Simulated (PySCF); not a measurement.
**UHF on Nb²⁺ (niobium, charge +2)**

Configuration: [Kr] 4d2 5s1, high-spin 4F determinant (an excited configuration). Computed with PySCF 2.14 in aug-cc-pwCVTZ-PP with ECP28MDF (8s8p7d4f3g, 122 functions), with a scalar-relativistic core potential.

```json
{"Total energy": "-55.337789 hartree", "One-electron energy": "-86.7030 hartree", "Hartree (Coulomb) energy": "37.1129 hartree", "Exchange energy": "-5.7477 hartree", "⟨S²⟩": "3.7557", "⟨L²⟩": "12.072", "Sum of ⟨r⟩": "16.75 bohr", "Sum of ⟨r²⟩": "31.99 bohr²"}
```

| shell | electrons | mean orbital energy (eV) | rms radius, mean of both spins (bohr) |
| --- | --- | --- | --- |
| 4s α | 1 | -95.719 | 1.24 |
| 4s β | 1 | -92.496 | 1.24 |
| 4p α | 3 | -66.241 | 1.38 |
| 4p β | 3 | -62.263 | 1.38 |
| 4d α | 2 | -28.661 | 1.90 |
| 5s α | 1 | -21.279 | 3.21 |

Energies and moments cover only the electrons outside the core potential.
